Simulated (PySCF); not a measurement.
Precursor series Hf Cl-Br. Gas-phase values, no solvent.

Method: TPSSh-D3(BJ)/def2-TZVP // BP86-D3(BJ)/def2-SVP in PySCF. 

```json
[
 {"species": "0 of 4 Cl replaced by Br ([Hf(Cl)4])", "mean distance from the central atom to its bonded neighbours (Å)": "2.338"},
 {"species": "3 of 4 Cl replaced by Br ([Hf(Cl)(Br)3])", "mean distance from the central atom to its bonded neighbours (Å)": "2.447"},
 {"species": "4 of 4 Cl replaced by Br", "mean distance from the central atom to its bonded neighbours (Å)": "2.483"}
]
```
